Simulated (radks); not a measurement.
The neodymium ion Nd+ inside a hard spherical wall (all orbitals vanish at R), configuration held at [Xe] 4f4 6s1 and not refilled when levels cross. Method: scalar-relativistic Kohn-Sham, PBEsol, spin-unpolarised, spherical densities, finite nucleus; Fermi nuclear charge, rms radius 4.9123 fm; computed with a radial shooting solver on a logarithmic mesh with Libxc functionals. Eigenvalues in eV, with the zero of energy where the potential of the charges vanishes at infinity; a dash marks a level that is unbound or too diffuse for the functional's potential to be trusted. A positive occupied level is held by the wall or, in an anion where self-interaction has pushed it up, behind a barrier. The pressure on the wall is -dE/dV.

R (bohr)  E (hartree)  kinetic (hartree)    e(5s)    e(5p)   e(6s)   e(4f)  e(5d, empty)  e(6p, empty)  pressure (GPa)
free       -9619.7323          10236.573  -46.469  -28.069  -8.198  -7.697        -7.328        -5.209               0
15         -9619.7323          10236.573  -46.469  -28.069  -8.198  -7.697        -7.328        -5.208        < 0.0001
12         -9619.7323          10236.573  -46.465  -28.065  -8.194  -7.693        -7.324        -5.188        0.000991
10         -9619.7318          10236.579  -46.434  -28.034  -8.163  -7.662        -7.297        -5.077          0.0165
7          -9619.7146          10236.691  -45.987  -27.604  -7.480  -7.215        -6.858        -3.602           0.912
4          -9619.1990          10238.984  -41.982  -23.739   5.868  -2.604        -0.946        15.798             106
2          -9601.6120          10302.213   12.818   40.682  205.57  50.679        86.798        238.66           24200
